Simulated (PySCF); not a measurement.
Stepwise substitution at one centre (Sn OH-C2H5). All species are isolated molecules in the gas phase. One relaxed conformer stands for each flexible species; it need not be the lowest. Strings in code marks are SMILES.

All values below come from B3LYP-D3(BJ)/def2-TZVP // B3LYP-D3(BJ)/def2-SVP (PySCF). All candidates: neutral, multiplicity 1. B3LYP has the VWN-RPA correlation part, as in Gaussian. Delta-SCF ions had no search for a lower state. Excitations are Tamm–Dancoff values on a coarser integration grid. The basis has no diffuse functions, so Rydberg states are missing or too high.

- vertical ionisation energy (Delta-SCF): 11.08 eV
- HOMO–LUMO gap: 6.53 eV
- brightest of the four lowest singlets (TDA): 5.68 eV

### Question
Identify which member has these values.
A. `C[CH2][Sn]([OH])([OH])[CH2]C`
B. `C[CH2][Sn]([CH2]C)([CH2]C)[CH2]C`
C. `C[CH2][Sn]([OH])([OH])[OH]`
D. `[OH][Sn]([OH])([OH])[OH]`

### Answer
D, `[OH][Sn]([OH])([OH])[OH]`. The others give `C[CH2][Sn]([OH])([OH])[OH]`: 9.86 eV, 6.52 eV, 5.73 eV; `C[CH2][Sn]([CH2]C)([CH2]C)[CH2]C`: 8.50 eV, 7.09 eV, 6.31 eV; `C[CH2][Sn]([OH])([OH])[CH2]C`: 9.12 eV, 6.61 eV, 5.90 eV
